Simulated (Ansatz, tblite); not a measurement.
Cost and result up the ladder for the cluster Te5W3 (8 atoms). Total charge 0; singlet. Geometry: PBE-D4/def2-SVP.

Cartesian coordinates in Å:
```
W -0.682 -1.038 0.355
W -0.323 1.630 -0.241
W 1.512 0.275 -0.679
Te 1.880 2.924 -1.174
Te -1.409 -2.613 2.183
Te 0.901 0.596 1.928
Te 0.757 -2.140 -1.592
Te -2.635 0.366 -0.781
```

Ansatz on 4 threads of Arm Neoverse V1 on a shared host; xTB runs through tblite on one thread. Times are rough, summed over both states, and most runs start from the orbitals of an earlier one. No level here is sound enough to serve as a yardstick. The other state is a quintet at its own geometry.

In the def2 sets Te, W take a core potential; there is no spin–orbit coupling. The xTB rows come from tblite. The structure comes from a short search, and lower isomers may exist.

Run but left out: HF/def2-SVP, MP2/def2-SVP (singlet: restricted singlet, unstable towards broken spin symmetry).

xTB has no spin-polarisation term.

```csv
level,functions,wall time,quintet − singlet (eV),remarks
GFN1-xTB,72,0.036 s,0.87,–
GFN2-xTB,72,0.1 s,0.88,–
PBE-D4/def2-SVP,226,36 s,1.74,restricted SCF unstable in HF (singlet)
PBE0-D4/def2-SVP,226,90 s,1.61,restricted SCF unstable in HF (singlet)
```
